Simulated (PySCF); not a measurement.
C₈H₁₂.
Numbering: `[CH3:1][CH:2]=[C:3]=[CH:4][CH:5]1[CH2:6][CH2:7][CH2:8]1`

Cartesian coordinates in Å at the GFN2-xTB level; atoms count from 1:
```
atom  x, y, z in Å
C1     3.7189   -0.0117   -0.5130
C2     2.5821   -0.9870   -0.5975
C3     1.3401   -0.6492   -0.7588
C4     0.0991   -0.2917   -0.8907
C5    -0.8205   -0.0187    0.2549
C6    -1.5947    1.3168    0.2093
C7    -2.8971    0.5598    0.5041
C8    -2.1712   -0.7675    0.2433
H9     3.3564    1.0106   -0.5854
H10    4.2458   -0.1348    0.4330
H11    4.4286   -0.1945   -1.3198
H12    2.8535   -2.0342   -0.5269
H13   -0.3349   -0.1834   -1.8782
H14   -0.2867   -0.1520    1.1971
H15   -1.2931    2.0627    0.9416
H16   -1.5825    1.7703   -0.7802
H17   -3.2221    0.6663    1.5370
H18   -3.7363    0.7824   -0.1520
H19   -2.2902   -1.5390    1.0011
H20   -2.4003   -1.1945   -0.7317
```

Definitions: NICS(0) = −σiso at the ring centroid; NICS(1) = −σiso and NICS(1)zz = −σzz at ±1 Å along the ring normal z. Level: GIAO PBE0/pcSseg-1 (PySCF, non-relativistic, gas phase) on the GFN2-xTB geometry, one conformer.

Ring bond lengths (Å), with Mayer bond orders in brackets: C5–C6 1.544 (0.99), C6–C7 1.535 (1.05), C7–C8 1.535 (1.05), C8–C5 1.544 (0.99).

**Question.** Give the NICS values of each ring in ppm.

**Answer.** 
```csv
ring,type,NICS(0),"NICS(1), two faces","NICS(1)zz, two faces",rms pucker (Å),"centre to ring atoms, mean (Å)"
C5–C6–C7–C8,4-membered carbocycle; formal bonds all single,0.7,0.1 / -0.1,3.7 / 4.9,0.08,1.09
```

**Question.** What can be read from them?

**Answer.** 
- C5–C6–C7–C8: mean NICS(1)zz 4.3 ppm, deshielded. C5, C6, C7, C8 have four or more neighbours, so the value isn't read as a sign of a π ring current.

**Question.** At the first NICS(1) probe listed for ring C5–C6–C7–C8, 1 Å off the ring, how large is the induced field along the normal in 1 T applied along it?

**Answer.** NICSzz × B0 = 3.7 ppm × 1 T = 4 μT, along the applied field.

**Question.** Give the inner angles of the rings and the Hirshfeld charges of the ring atoms.

**Answer.** 
- C5–C6–C7–C8: C5 88.9° (-0.021 e), C6 89.6° (-0.071 e), C7 89.6° (-0.073 e), C8 89.6° (-0.071 e); sum 357.7° against 360° for a flat convex ring.

**Question.** What are the shieldings of the ring atoms and their hydrogens in the same run (means over atoms taken as equivalent)?

**Answer.** 
```tsv
atoms	environment	σ isotropic (ppm)
C5	four-membered-ring carbon	148.9
C6 (×2)	four-membered-ring carbon	157.2
C7	four-membered-ring carbon	169.4
H14	methine hydrogen	28.85
H15 (×2)	methylene hydrogen	29.40
H16 (×2)	methylene hydrogen	29.85
H17	methylene hydrogen	29.76
H18	methylene hydrogen	29.89
```
